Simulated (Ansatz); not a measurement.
**Active spaces for VN, triplet**

Computed with Ansatz's Gaussian-basis code (development build). Basis def2-SVP, nonrelativistic, 6 orbitals frozen in the corrections. State-specific CASSCF; RHF is the lowest restricted (open-shell) Hartree–Fock solution met. Letters tell apart solutions met in one space. Small basis; these aren't basis-limit values. Solutions may break the symmetry of the shape. No proof that the lowest CASSCF solution was found.

Geometry: bond length 2.3490 Å.

CASSCF less RHF, in eV, and natural occupations:

```
    CAS  CASSCF                                           occupations
(8,9) a  -5.273  1.95, 1.19, 1.19, 1.00, 1.00, 0.81, 0.81, 0.05, 0.01
(8,9) b  -2.637  1.99, 1.91, 1.48, 1.00, 1.00, 0.51, 0.04, 0.04, 0.04
```

(1) What totals less RHF do the corrections give on each solution?

(2) In CAS(8,9), is the solution lowest in CASSCF also lowest after SC-NEVPT2?

Results:

(1) 

```json
{"CAS": "(8,9) a", "SC-NEVPT2": "-12.239"}
{"CAS": "(8,9) b", "SC-NEVPT2": "-9.913"}
```

(2) Yes: (8,9) a stays lowest, 2.33 eV under the next.
